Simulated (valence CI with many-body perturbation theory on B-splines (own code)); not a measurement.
Questions on Tb26+

Level of theory: valence CI with perturbative core correlation (CI+MBPT): three valence electrons over a frozen Dirac-Fock core [Kr], radial functions for each j: 9 s, 9 p, 10 d, 8 f, 5 g, 3 h, 1 i, with the one-electron correlation potential Σ1, the two-electron term Σ2, the three-electron term Σ3, Breit, model QED; selected CI, second order for the rest (own B-spline code, finite nucleus).

No measured spectrum was set against this ion. As an estimate, large intervals hold to a few tenths of a per cent, small ones and those within an open d or f shell to about a per cent. Only levels of the ground parity were solved; by the run's estimate the other parity begins above the list, which can be wrong where configurations are misplaced.

Levels are named by their leading jj configuration (3d3/2^4 stands for four electrons in 3d with j = 3/2), which in mixed levels can hold well under half, so a name can repeat and another be missing.

Rates and lifetimes use the calculated energies. Strong lines usually hold to 10 to 20 %, long lifetimes can be off by a factor of two.

What is the ground level?

(4d3/2^3) J=3/2, composition 61 % 4d3 4F + 29 % 4d3 2D + 7 % 4d3 2P, g = 0.613.

Name the longest-lived excited levels whose lifetime is computed, and their main decay.

(4d3/2^2 4d5/2) J=9/2 at 9.609 eV lives 674 ms, mostly by M1 to (4d3/2^2 4d5/2) J=7/2.

What is the ionisation energy?

910.21 eV; NIST lists 909 ± 4 eV (theoretical).

How well does LS coupling describe the low levels?

Among the lowest 19 levels the leading LS term, summed over configurations, holds 63 % on average. For single configurations the figures are 63 % in LS and 86 % in jj coupling. Terms mix most in the J = 3/2 level at 18.179 eV, where the leading one holds 42 %.
